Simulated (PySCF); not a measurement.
Ru²⁺: excitation energy

Ru²⁺ [Kr] 4d6 (5D) → Ru²⁺ [Kr] 4d5 5s1, s spin flipped, as a difference of total energies. Calculation: PySCF 2.14, in aug-cc-pVTZ-DK; the spin-free X2C one-electron Hamiltonian (Gaussian nucleus). Correlated levels: valence: [Kr] frozen. The calculations carry no spin-orbit coupling.

| method | excitation energy (eV) |
| --- | --- |
| UHF | 4.258 |
| MP2 (valence) | 4.606 |
| SCS-MP2 (valence) | 4.660 |

Problem. How much does correlation contribute at MP2 (valence)?

Solution. 4.606 − (4.258) = 0.348 eV, measured against UHF.

The upper determinant mixes two multiplicities, so it lies between the two terms.

The coupled-cluster amplitudes are large for the upper state (T1 above 0.03 or a double amplitude above 0.15), so a single reference is strained.
